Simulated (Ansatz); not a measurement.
Input for Ansatz (an electronic-structure program): R-r2SCAN/def2-TZVPP on Cl2Hg (SMILES [Cl][Hg][Cl]), atoms moved off the minimum. Elements past Kr take the def2 small-core potentials; no spin–orbit coupling.

Ansatz 0.2 input:
```yaml
crystal:
  periodic: [false, false, false]
  atoms:
    - {symbol: Hg, position_ang: [-0.14080057, -0.03337765, -0.08344490]}
    - {symbol: Cl, position_ang: [-0.00595820, 0.01940093, -2.39959707]}
    - {symbol: Cl, position_ang: [0.08927457, -0.10963465, 2.28544666]}
basis:
  gaussian:
    orbitals: def2-TZVPP
hamiltonian:
  xc: {name: r2SCAN}
scf: {lower_state_search: off}
output: {forces: true}
```

Predict the final total energy.

-1073.9897 hartree.
